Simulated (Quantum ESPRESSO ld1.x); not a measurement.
Species: Li+. Configuration: [He]. All-electron calculation, scalar-relativistic Kohn-Sham, exchange-only PBE, spin-unpolarised, spherical densities, point nucleus. Program: ld1.x of Quantum ESPRESSO 7.5. Some entries of the table are withheld. Estimate them.

orbital  occ.  eigenvalue (eV)  r(max) (bohr)  <1/r> (bohr^-1)
1s          2         -59.5877          0.358            2.681
2s          0          -6.7783            (1)           0.4555
2p          0          -4.7250           2.54              (2)

Answer. 
(1) 2s r(max) (bohr): 2.54
(2) 2p <1/r> (bohr^-1): 0.3769
